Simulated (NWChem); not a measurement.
System: C$_{2}$H$_{4}$O$_{3}$Si; SMILES O=C1[Si@H](CO1)O

Output (shortened):

```
             Northwest Computational Chemistry Package (NWChem) 7.3.0
             --------------------------------------------------------

 C1  symmetry detected

                             Geometry "geometry" -> ""
                             -------------------------

 Output coordinates in angstroms (scale by  1.889725989 to convert to a.u.)

  No.       Tag          Charge          X              Y              Z
 ---- ---------------- ---------- -------------- -------------- --------------
    1 O                    8.0000    -1.36158325    -1.83973911     0.03959256
    2 C                    6.0000    -0.47579545    -1.03327124    -0.02915394
    3 O                    8.0000     0.87184678    -1.33888944     0.20321494
    4 C                    6.0000     1.57128700    -0.05569044     0.12299032
    5 Si                  14.0000    -0.03854550     0.83458324    -0.42380883
    6 O                    8.0000    -0.69587503     2.11771859     0.42537384
    7 H                    1.0000     1.99246606     0.21360191     1.11407486
    8 H                    1.0000     2.39858540    -0.12244607    -0.61275116
    9 H                    1.0000    -0.11428538     1.25860544    -1.85780333
   10 H                    1.0000    -0.82518639     1.98712311     1.38133426

 Effective nuclear repulsion energy (a.u.)     291.3170014159

  xc_inp: hfexch multiplicative factor not found.

                                 NWChem DFT Module
                                 -----------------

 Summary of "ao basis" -> "ao basis" (spherical)
 ------------------------------------------------------------------------------
       Tag                 Description            Shells   Functions and Types
 ---------------- ------------------------------  ------  ---------------------
 O                        aug-pcseg-1                9       23   4s3p2d
 C                        aug-pcseg-1                9       23   4s3p2d
 Si                       aug-pcseg-1               11       27   5s4p2d
 H                        aug-pcseg-1                5        9   3s2p

            General Information
            -------------------
          SCF calculation type: DFT
          Wavefunction type:  closed shell.
          No. of atoms     :    10
          No. of electrons :    54
           Alpha electrons :    27
            Beta electrons :    27
          Charge           :     0
          Spin multiplicity:     1
          Use of symmetry is: off; symmetry adaption is: off
          Maximum number of iterations: 150
          AO basis - number of functions:   178
                     number of shells:    76
          Convergence on energy requested:  1.00D-06
          Convergence on density requested:  1.00D-05
          Convergence on gradient requested:  5.00D-04

              XC Information
              --------------
                     Hartree-Fock (Exact) Exchange  1.000

      Superposition of Atomic Density Guess
      -------------------------------------

 Sum of atomic energies:        -590.31332994

      Non-variational initial energy
      ------------------------------

 Total energy =    -592.787194
 1-e energy   =   -1391.827286
 2-e energy   =     507.723090
 HOMO         =      -0.325228
 LUMO         =      -0.044231

------------------------------------------------------------
EAF file 0: "./job.aoints.0" size=795344896 bytes
------------------------------------------------------------
               write      read    awrite     aread      wait
               -----      ----    ------     -----      ----
     calls:     1517         0         0         0         0
   data(b): 7.95e+08  0.00e+00  0.00e+00  0.00e+00
   time(s): 0.00e+00  0.00e+00  0.00e+00  0.00e+00  0.00e+00
rate(mb/s): 0.00e+00  0.00e+00
------------------------------------------------------------

     ---------------------------------------------
      Total Density - Mulliken Population Analysis
     ---------------------------------------------

    Atom       Charge   Shell Charges
 -----------   ------   -------------------------------------------------------
    1 O    8     9.32   2.00  0.94  0.98  0.05  3.13  1.99  0.18  0.02  0.04
    2 C    6     4.56   2.00  0.76  0.52  0.21  1.42 -0.01 -0.12  0.10 -0.32
    3 O    8     9.33   2.00  0.92  0.97  0.15  2.96  2.07  0.21  0.02  0.04
    4 C    6     6.25   2.00  0.77  0.46  0.15  1.84  1.07 -0.02  0.04 -0.05
    5 Si  14    12.35   2.00  2.00  0.86 -0.02 -0.09  5.99  1.47 -0.11  0.02  0.17  0.05
    6 O    8     8.93   2.00  0.93  0.87 -0.18  3.16  1.99  0.16  0.01  0.00
    7 H    1     0.77   0.70  0.02 -0.02  0.02  0.05
    8 H    1     0.79   0.70  0.03  0.00  0.02  0.04
    9 H    1     1.10   0.71  0.35  0.00  0.01  0.03
   10 H    1     0.61   0.55 -0.02 -0.03  0.05  0.06

   convergence    iter        energy       DeltaE   RMS-Dens  Diis-err
 ---------------- ----- ----------------- --------- --------- ---------
 d= 0,ls=0.0,diis     1   -591.3596624801 -8.83D+02  9.54D-03  1.29D+00
 d= 0,ls=0.0,diis     2   -591.4463137434 -8.67D-02  3.95D-03  7.17D-01
 d= 0,ls=0.0,diis     3   -591.5134003808 -6.71D-02  1.48D-03  1.32D-02
 d= 0,ls=0.0,diis     4   -591.5158002740 -2.40D-03  4.46D-04  2.83D-03
 d= 0,ls=0.0,diis     5   -591.5161767765 -3.77D-04  2.18D-04  2.19D-04
  Resetting Diis
 d= 0,ls=0.0,diis     6   -591.5162600340 -8.33D-05  1.21D-04  5.53D-05
 d= 0,ls=0.0,diis     7   -591.5162839037 -2.39D-05  2.16D-05  7.30D-06
 d= 0,ls=0.0,diis     8   -591.5162859011 -2.00D-06  1.19D-05  2.03D-06
 d= 0,ls=0.0,diis     9   -591.5162865637 -6.63D-07  1.70D-05  1.06D-06
 d= 0,ls=0.0,diis    10   -591.5162870001 -4.36D-07  2.21D-06  4.94D-08

         Total DFT energy =     -591.516287000097
      One electron energy =    -1395.022350114703
           Coulomb energy =      569.020885911803
    Exchange-Corr. energy =      -56.831824213049
 Nuclear repulsion energy =      291.317001415852

 Numeric. integr. density =        0.000000000000

                       DFT Final Molecular Orbital Analysis
                       ------------------------------------

 Vector   25  Occ=2.000000D+00  E=-4.674877D-01
              MO Center=  5.5D-01, -5.6D-01, -2.4D-02, r^2= 3.4D+00
   Bfn.  Coefficient  Atom+Function         Bfn.  Coefficient  Atom+Function
  ----- ------------  ---------------      ----- ------------  ---------------
    53      0.306132   3 O  pz               56      0.267299   3 O  pz
    77      0.260531   4 C  px                7     -0.245230   1 O  pz
    52      0.229892   3 O  py               55      0.212481   3 O  py
    74      0.205790   4 C  px               10     -0.204441   1 O  pz
    75     -0.198889   4 C  py              152      0.186923   8 H  s

 Vector   26  Occ=2.000000D+00  E=-4.557938D-01
              MO Center=  5.4D-01, -3.9D-01,  1.1D-02, r^2= 3.5D+00
   Bfn.  Coefficient  Atom+Function         Bfn.  Coefficient  Atom+Function
  ----- ------------  ---------------      ----- ------------  ---------------
    53      0.335566   3 O  pz               56      0.295593   3 O  pz
     7     -0.255360   1 O  pz               77     -0.244320   4 C  px
    79     -0.223462   4 C  pz               10     -0.215540   1 O  pz
   101      0.202352   5 Si px               76     -0.194702   4 C  pz
   143     -0.186785   7 H  s                74     -0.177469   4 C  px

 Vector   27  Occ=2.000000D+00  E=-4.189955D-01
              MO Center= -5.5D-01, -9.5D-01, -6.7D-02, r^2= 2.8D+00
   Bfn.  Coefficient  Atom+Function         Bfn.  Coefficient  Atom+Function
  ----- ------------  ---------------      ----- ------------  ---------------
    26      0.460041   2 C  s                 6     -0.367691   1 O  py
    97     -0.337813   5 Si s                 9     -0.327261   1 O  py
    32      0.263637   2 C  py               27      0.251755   2 C  s
    54      0.252936   3 O  px              102     -0.247820   5 Si py
     5      0.238913   1 O  px               51      0.238349   3 O  px

 Vector   28  Occ=0.000000D+00  E= 1.991995D-02
              MO Center=  8.4D-01,  2.2D+00,  1.7D+00, r^2= 1.8D+01
   Bfn.  Coefficient  Atom+Function         Bfn.  Coefficient  Atom+Function
  ----- ------------  ---------------      ----- ------------  ---------------
    97      5.257525   5 Si s               145     -2.810469   7 H  s
    80      1.807087   4 C  px              154     -1.761430   8 H  s
   163     -1.525223   9 H  s               172     -1.216036  10 H  s
   108     -0.863325   5 Si py               34      0.856075   2 C  px
    82      0.856460   4 C  pz               96      0.572280   5 Si s

 Vector   29  Occ=0.000000D+00  E= 2.823543D-02
              MO Center=  1.1D+00,  1.0D+00, -1.6D+00, r^2= 2.7D+01
   Bfn.  Coefficient  Atom+Function         Bfn.  Coefficient  Atom+Function
  ----- ------------  ---------------      ----- ------------  ---------------
   163      4.415712   9 H  s               109      4.017605   5 Si pz
    97     -1.803820   5 Si s               154     -1.805529   8 H  s
   172     -1.400497  10 H  s                82     -1.263711   4 C  pz
    80      1.136924   4 C  px               36     -0.900042   2 C  pz
   106      0.774253   5 Si pz               34      0.761379   2 C  px

 Vector   30  Occ=0.000000D+00  E= 3.684984D-02
              MO Center= -8.8D-01,  1.7D+00, -7.2D-01, r^2= 2.6D+01
   Bfn.  Coefficient  Atom+Function         Bfn.  Coefficient  Atom+Function
  ----- ------------  ---------------      ----- ------------  ---------------
    73      2.546037   4 C  s               109     -2.181182   5 Si pz
   172      2.092702  10 H  s                97     -1.889192   5 Si s
   107     -1.496088   5 Si px              163     -1.219990   9 H  s
    96     -0.898089   5 Si s                36      0.701827   2 C  pz
    35     -0.678563   2 C  py              104     -0.642724   5 Si px

------------------------------------------------------------
EAF file 0: "./job.aoints.0" size=937426944 bytes
------------------------------------------------------------
               write      read    awrite     aread      wait
               -----      ----    ------     -----      ----
     calls:     1788         9         0     16083     16083
   data(b): 9.37e+08  4.72e+06  0.00e+00  8.43e+09
   time(s): 0.00e+00  0.00e+00  0.00e+00  0.00e+00  0.00e+00
rate(mb/s): 0.00e+00  0.00e+00
------------------------------------------------------------

     ---------------------------------------------
      Total Density - Mulliken Population Analysis
     ---------------------------------------------

    Atom       Charge   Shell Charges
 -----------   ------   -------------------------------------------------------
    1 O    8     9.09   2.00  0.90  1.02  0.08  2.86  1.95  0.23  0.03  0.03
    2 C    6     4.97   2.00  0.75  0.48  0.22  1.78  0.08 -0.13  0.13 -0.33
    3 O    8     9.50   2.00  0.88  1.05  0.29  2.87  2.13  0.27  0.02 -0.01
    4 C    6     6.27   2.00  0.70  0.49  0.15  1.95  1.06 -0.03  0.05 -0.08
    5 Si  14    11.87   2.00  2.00  0.80 -0.40 -0.15  6.00  1.67 -0.34  0.00  0.26  0.02
    6 O    8     8.79   2.00  0.88  0.92 -0.15  2.93  2.05  0.17  0.01 -0.00
    7 H    1     0.75   0.76 -0.06 -0.03  0.02  0.06
    8 H    1     0.78   0.76 -0.08  0.02  0.02  0.05
    9 H    1     1.29   0.75  0.42  0.07  0.01  0.04
   10 H    1     0.68   0.67 -0.07 -0.04  0.05  0.07

     -------------------------------------------
      Total Density - Lowdin Population Analysis
     -------------------------------------------

    Atom       Charge   Shell Charges
 -----------   ------   -------------------------------------------------------
    1 O    8     8.27   1.99  0.81  0.58  0.11  2.76  1.62  0.17  0.04  0.19
    2 C    6     5.96   1.98  0.45  0.23  0.07  1.62  0.66  0.09  0.28  0.59
    3 O    8     8.55   1.99  0.79  0.52  0.10  2.79  1.64  0.20  0.03  0.49
    4 C    6     6.07   1.98  0.44  0.25  0.07  1.80  0.91  0.08  0.11  0.42
    5 Si  14    12.68   2.00  1.90  0.34  0.14  0.05  5.89  1.34  0.30  0.03  0.39  0.30
    6 O    8     8.51   1.99  0.79  0.60  0.09  2.80  1.88  0.20  0.01  0.15
    7 H    1     0.97   0.60  0.14  0.03  0.05  0.16
    8 H    1     0.97   0.60  0.14  0.03  0.05  0.16
    9 H    1     1.08   0.65  0.28  0.04  0.02  0.10
   10 H    1     0.93   0.51  0.09  0.02  0.14  0.17

     Multipole analysis of the density
     ---------------------------------

     L   x y z        total         alpha         beta         nuclear
     -   - - -        -----         -----         ----         -------
     0   0 0 0     -0.000000    -27.000000    -27.000000     54.000000

     1   1 0 0      0.891900      0.445950      0.445950     -0.000000
     1   0 1 0      1.453181      0.726591      0.726591     -0.000000
     1   0 0 1      0.218421      0.109211      0.109211     -0.000000

     2   2 0 0    -32.132556   -107.835515   -107.835515    183.538474
     2   1 1 0     -1.203242      0.765149      0.765149     -2.733540
     2   1 0 1     -1.007564     -0.346628     -0.346628     -0.314308
     2   0 2 0    -39.558620   -196.663507   -196.663507    353.768393
     2   0 1 1      2.244246      0.488919      0.488919      1.266407
     2   0 0 2    -27.683052    -34.155620    -34.155620     40.628188
```

Level: Hartree-Fock/aug-pcseg-1. Structure relaxed at the PBE-D3(BJ)/def2-SVP level.

Q: Which NWChem input produces such a log?

A: This is not unique; one that fits is the input that was run:
```
start job
memory heap 200 mb stack 900 mb global 1100 mb
geometry units angstroms noautoz
  O     -1.383676    -1.825333     0.049597
  C     -0.492886    -1.025472    -0.030728
  O      0.857888    -1.346473     0.158759
  C      1.566405    -0.068173     0.079987
  Si    -0.049919     0.844858    -0.406848
  O     -0.671686     2.119304     0.481309
  H      2.017463     0.180986     1.063158
  H      2.372238    -0.129797    -0.679638
  H     -0.161756     1.293285    -1.831024
  H     -0.775480     1.973957     1.438251
end
basis spherical
  * library aug-pcseg-1
end
dft
  xc hfexch
  iterations 150
  semidirect filesize 400000000
  mulliken
end
task dft energy
```
